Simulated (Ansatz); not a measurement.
Born–Oppenheimer molecular dynamics of H$_{2}$OZn (4 atoms, charge 0, multiplicity 1). It starts at the highest image of a converged band. Of that band: Neighbouring images differ by up to 2.1 eV, so the band resolves the path poorly. A vibrational analysis at the climbing image gives one clearly imaginary mode, 1222i cm⁻¹: a first-order saddle point.

Computed with Ansatz 0.2.0, RKS CAM-B3LYP/def2-TZVP.

| Quantity | Value |
| --- | --- |
| ensemble | NVE (velocity Verlet) |
| time step | 0.5 fs |
| steps asked | 200 |
| starting velocities drawn for | 300 K |
| seed | 10740 |

Frames 0.5 fs apart, positions in Å, forces in eV/Å.

Velocities at 70.0 fs (Å/ps):

```
O 16.41 -20.13 7.15
Zn -4.71 4.75 -2.21
H 65.11 23.19 11.24
H -19.85 -11.62 18.77
```

```xyz
4
Properties=species:S:1:pos:R:3:forces:R:3 time_fs=70.0 energy_less_start_eV=-0.990 T=4148
O 0.992 -1.287 0.412 -2.99 -4.58 -5.31
Zn -1.149 1.065 -0.698 -0.05 0.05 -0.02
H 0.489 -0.858 -0.405 1.56 -0.60 2.53
H 0.722 -2.461 -0.110 1.48 5.13 2.80
4
Properties=species:S:1:pos:R:3:forces:R:3 time_fs=70.5 energy_less_start_eV=-1.088 T=4525
O 1.000 -1.297 0.415 -2.90 -4.56 -5.10
Zn -1.151 1.067 -0.699 -0.05 0.05 -0.02
H 0.524 -0.848 -0.397 1.41 -0.64 2.37
H 0.714 -2.461 -0.097 1.54 5.16 2.75
4
Properties=species:S:1:pos:R:3:forces:R:3 time_fs=71.0 energy_less_start_eV=-1.292 T=5309
O 1.007 -1.308 0.417 -2.72 -4.60 -4.71
Zn -1.154 1.070 -0.700 -0.05 0.04 -0.02
H 0.562 -0.838 -0.382 1.18 -0.58 2.05
H 0.709 -2.448 -0.078 1.59 5.14 2.68
4
Properties=species:S:1:pos:R:3:forces:R:3 time_fs=71.5 energy_less_start_eV=-1.587 T=6446
O 1.014 -1.320 0.419 -2.45 -4.67 -4.12
Zn -1.156 1.072 -0.701 -0.05 0.04 -0.01
H 0.602 -0.830 -0.363 0.88 -0.40 1.57
H 0.709 -2.423 -0.052 1.62 5.04 2.57
4
Properties=species:S:1:pos:R:3:forces:R:3 time_fs=72.0 energy_less_start_eV=-1.949 T=7835
O 1.021 -1.333 0.420 -2.08 -4.68 -3.29
Zn -1.159 1.074 -0.702 -0.05 0.04 -0.01
H 0.645 -0.823 -0.340 0.53 -0.09 0.93
H 0.712 -2.386 -0.020 1.60 4.73 2.38
4
Properties=species:S:1:pos:R:3:forces:R:3 time_fs=72.5 energy_less_start_eV=-2.332 T=9296
O 1.028 -1.346 0.421 -1.56 -4.39 -2.18
Zn -1.161 1.077 -0.704 -0.05 0.04 -0.01
H 0.689 -0.817 -0.315 0.17 0.36 0.19
H 0.719 -2.338 0.018 1.43 3.98 2.00
4
Properties=species:S:1:pos:R:3:forces:R:3 time_fs=73.0 energy_less_start_eV=-2.652 T=10487
O 1.034 -1.360 0.421 -0.77 -3.28 -0.72
Zn -1.163 1.079 -0.705 -0.04 0.04 -0.01
H 0.733 -0.809 -0.289 -0.14 0.88 -0.55
H 0.729 -2.280 0.060 0.96 2.36 1.29
4
Properties=species:S:1:pos:R:3:forces:R:3 time_fs=73.5 energy_less_start_eV=-2.753 T=10814
O 1.040 -1.374 0.421 0.54 -0.48 1.17
Zn -1.166 1.081 -0.706 -0.04 0.04 -0.01
H 0.777 -0.799 -0.265 -0.34 1.34 -1.14
H 0.742 -2.216 0.105 -0.16 -0.90 -0.01
4
Properties=species:S:1:pos:R:3:forces:R:3 time_fs=74.0 energy_less_start_eV=-2.441 T=9583
O 1.046 -1.389 0.421 2.80 4.90 3.49
Zn -1.168 1.084 -0.707 -0.04 0.04 -0.01
H 0.821 -0.786 -0.243 -0.40 1.56 -1.43
H 0.754 -2.155 0.151 -2.36 -6.50 -2.05
4
Properties=species:S:1:pos:R:3:forces:R:3 time_fs=74.5 energy_less_start_eV=-1.745 T=7043
O 1.053 -1.402 0.422 5.93 12.03 5.72
Zn -1.170 1.086 -0.708 -0.04 0.04 -0.01
H 0.863 -0.769 -0.225 -0.36 1.40 -1.37
H 0.761 -2.109 0.191 -5.53 -13.47 -4.33
4
Properties=species:S:1:pos:R:3:forces:R:3 time_fs=75.0 energy_less_start_eV=-1.325 T=5592
O 1.060 -1.414 0.424 8.03 15.97 6.30
Zn -1.173 1.089 -0.709 -0.04 0.04 -0.01
H 0.904 -0.750 -0.210 -0.31 0.89 -1.06
H 0.755 -2.096 0.221 -7.69 -16.90 -5.23
4
Properties=species:S:1:pos:R:3:forces:R:3 time_fs=75.5 energy_less_start_eV=-1.755 T=7069
O 1.069 -1.424 0.427 6.89 12.69 4.65
Zn -1.175 1.091 -0.710 -0.03 0.03 -0.01
H 0.945 -0.727 -0.198 -0.31 0.17 -0.67
H 0.730 -2.122 0.239 -6.55 -12.90 -3.97
```

Of the whole run (100 fs, mean temperature of the second half 7239 K): The conserved energy wandered by up to 11.8 meV per atom (net 1.1 meV per atom), which is poor conservation. The system heated up, since it started high on the potential surface and ran downhill. A run of 0.1 ps of so small a system gives no equilibrium averages. The orbitals stay closed-shell, which can raise the energy where a bond breaks towards radicals; this wasn't checked here.

Time of the run: 7 min on 2 threads of Arm Neoverse N1 (shared host), peak memory 0.26 GiB.
